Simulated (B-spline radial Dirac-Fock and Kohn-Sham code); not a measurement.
Si⁷⁺: eigenvalues, ΔSCF and the reference

System: Si⁷⁺ in the configuration 1s2 2s2 2p3.

The density-functional columns are spherical, spin-unpolarised Dirac-Kohn-Sham results without Breit or QED terms: −ε is minus the orbital energy of the initial state and ΔSCF the difference of two total energies. The reference in the last column comes from Dirac-Fock energy differences between relaxed states, corrected for Breit and QED terms. All numbers are from an atomic code on a B-spline grid, in eV; a selection of levels is shown.

```
level  PBE −ε  PBE ΔSCF  LDA −ε  LDA ΔSCF  Dirac-Fock
    K  2007.1    2098.6  1999.2    2090.1      2083.4
   L1   314.0     335.2   313.0     334.2       334.7
 L2,3   275.7     299.4   275.6     299.2       298.0
```

Problem. Order the estimates of the K (1s) level by their distance from the Dirac-Fock value, nearest first.
A. PBE −ε
B. LDA −ε
C. PBE ΔSCF
D. LDA ΔSCF

Solution. D (6.7 eV), C (15.2 eV), A (76.3 eV), B (84.3 eV).

Values without a named source are computed, but for edge energies of neutral atoms, which are taken from tables.
